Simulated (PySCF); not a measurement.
SMILES B(CC)([CH]C)CC (C6H14B), doublet (GFN2-xTB optimised geometry):

```
21

C     -2.562    -2.097    -0.264
C     -1.112    -1.944    -0.010
B     -0.324    -0.654     0.000
C      1.268    -0.654     0.000
C      1.969    -2.013    -0.021
C     -1.109     0.737     0.000
C     -0.276     2.003     0.196
H     -3.043    -1.148    -0.482
H     -2.734    -2.782    -1.099
H     -3.051    -2.552     0.603
H     -0.624    -2.892     0.193
H      1.618    -0.101     0.878
H      1.627    -0.074    -0.856
H      1.703    -2.597     0.857
H      3.051    -1.891    -0.028
H      1.688    -2.578    -0.907
H     -1.898     0.728     0.758
H     -1.632     0.822    -0.959
H     -0.906     2.892     0.166
H      0.478     2.095    -0.582
H      0.231     1.983     1.159
```

Method: PySCF 2.14.0 with unrestricted B3LYP/def2-SVP.

Question: What are the frontier orbital energies (α orbitals alone; a β orbital can be the lowest empty one) and the dipole moment?

Answer: HOMO-2 -8.13 eV, HOMO-1 -7.55 eV, HOMO -6.19 eV, LUMO 0.71 eV, LUMO+1 1.49 eV; dipole moment 1.10 D.

On the same geometry unrestricted PBE/def2-SVP (PySCF 2.14.0) gives HOMO-2 -6.90 eV, HOMO-1 -6.37 eV, HOMO -5.24 eV, LUMO -0.09 eV, LUMO+1 0.99 eV; dipole moment 1.15 D.

Meta-Löwdin charges at B3LYP/def2-SVP: C1 -0.28, C2 -0.09, B3 0.15, C4 -0.27, C5 -0.27, C6 -0.27, C7 -0.27, H8 0.10, H9 0.11, H10 0.11, H11 0.09, H12 0.10, H13 0.10, H14 0.08, H15 0.09, H16 0.08, H17 0.09, H18 0.10, H19 0.09, H20 0.09, H21 0.09.
